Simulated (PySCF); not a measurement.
C2H10FNSi2, SMILES NC[SiH2]C[SiH2]F.

Geometry optimised at B3LYP-D3(BJ)/def2-SVP. The structure was generated by enumeration, and PubChem lists no compound with its InChIKey, so it may never have been made. The values are those of a single conformer.

Method: B3LYP-D3(BJ)/def2-SVP in PySCF.

Frequencies are harmonic and unscaled.

```
mode  ν (cm⁻¹)  IR (km/mol)   moving atoms (share of kinetic energy)
----  --------  -----------  ---------------------------------------
1           41          1.0          F 35 %, H 26 %, Si 24 %, C 10 %
2           53          0.1  Si 33 %, H 24 %, F 16 %, N 16 %, C 12 %
3           82          1.2  H 29 %, N 24 %, C 17 %, Si 17 %, F 13 %
4          114          0.6          H 37 %, C 26 %, Si 22 %, N 15 %
5          147          3.2          Si 35 %, F 28 %, H 17 %, C 14 %
6          272         55.6                                   H 87 %
7          282          4.7          N 39 %, H 24 %, C 24 %, Si 13 %
8          297         13.1          Si 41 %, H 25 %, F 19 %, C 14 %
9          465         10.4                           H 88 %, Si 9 %
10         523          5.2                          H 78 %, Si 15 %
11         595         13.0                           H 80 %, C 11 %
12         646         35.4                  C 42 %, H 31 %, Si 23 %
13         685         22.1                  C 44 %, Si 29 %, H 25 %
14         742         21.3                                   H 88 %
15         753         92.7                  H 41 %, C 35 %, Si 21 %
16         788        155.3                   H 75 %, C 10 %, N 10 %
17         810         61.2                   H 66 %, C 23 %, Si 9 %
18         852        131.2                                   H 86 %
19         857         19.8                  F 51 %, H 26 %, Si 22 %
20         898         21.5                    H 70 %, C 18 %, N 9 %
21         930        171.4                          H 76 %, Si 16 %
22         961        228.6                          H 85 %, Si 11 %
23         968         75.4                                   H 94 %
24        1026         50.5                           H 90 %, Si 9 %
25        1072        164.0                           H 62 %, C 32 %
26        1079          8.1                   H 42 %, C 30 %, N 28 %
27        1103          3.6                           H 76 %, C 16 %
28        1263          3.5                           H 78 %, C 15 %
29        1339          1.4                           H 70 %, C 22 %
30        1381          6.6                            H 92 %, C 8 %
31        1461          5.4                                   H 92 %
32        1639         16.6                                   H 92 %
33        2197         94.3                                   H 97 %
34        2235        160.2                                   H 97 %
35        2242        127.4                                   H 96 %
36        2246        105.3                                   H 97 %
37        2917         73.0                                   H 93 %
38        3031          1.6                                   H 95 %
39        3045         16.1                            H 92 %, C 8 %
40        3091          1.5                            H 91 %, C 9 %
41        3486          1.8                                   H 96 %
42        3562          1.2                            H 92 %, N 8 %
```
